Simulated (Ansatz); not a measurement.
# Ligand exchange: InCl + CH2ClI → InI + CH2Cl2

Species: InCl, singlet; CH2ClI `ClCI`, singlet; InI (indium iodide (ini)), singlet; CH2Cl2 (dichloromethane) `ClCCl`, singlet. The partners trade Cl for I: In–Cl and C–I bonds give way to In–I and C–Cl.

Shapes, held fixed at every level: PBE0-D4/def2-TZVP. Programs: Ansatz 0.2.0. The zero-point and thermal change to 298 K, harmonic and unscaled (PBE0-D4/def2-TZVP), is +2.0 kJ/mol.

```json
{"level": "HF/def2-SVP", "kind": "Hartree–Fock", "ΔH(298 K) (kJ/mol)": "-22.1", "less CCSD(T)/def2-TZVPP": "-18.6"}
{"level": "SPW92/def2-TZVPP", "kind": "LDA", "ΔH(298 K) (kJ/mol)": "-12.2", "less CCSD(T)/def2-TZVPP": "-8.7"}
{"level": "BHLYP-D4/def2-TZVPP", "kind": "global hybrid", "ΔH(298 K) (kJ/mol)": "-11.9", "less CCSD(T)/def2-TZVPP": "-8.4"}
{"level": "r2SCAN0-D4/def2-TZVPP", "kind": "global hybrid", "ΔH(298 K) (kJ/mol)": "-11.9", "less CCSD(T)/def2-TZVPP": "-8.4"}
{"level": "B2PLYP/def2-TZVPP", "kind": "double hybrid", "ΔH(298 K) (kJ/mol)": "-6.5", "less CCSD(T)/def2-TZVPP": "-3.0"}
{"level": "MP2/def2-SVP", "kind": "perturbation theory", "ΔH(298 K) (kJ/mol)": "-19.9", "less CCSD(T)/def2-TZVPP": "-16.4"}
{"level": "CCSD/def2-SVP", "kind": "coupled cluster or CI", "ΔH(298 K) (kJ/mol)": "-20.6", "less CCSD(T)/def2-TZVPP": "-17.1"}
{"level": "CCSD(T)/def2-TZVPP", "kind": "coupled cluster or CI", "ΔH(298 K) (kJ/mol)": "-3.5", "less CCSD(T)/def2-TZVPP": "0.0"}
```

The highest level, CCSD(T)/def2-TZVPP, gives ΔH(298 K) = -3.5 kJ/mol; the levels span -22.1 to -3.5. That is about zero within the method's error. The column of differences is taken from that level and isn't an error. No measured value is set beside it here. For atoms past krypton def2 sets carry core potentials with scalar relativity. Correlated rows may include outer-core shells of I, In, which these sets cover unevenly.
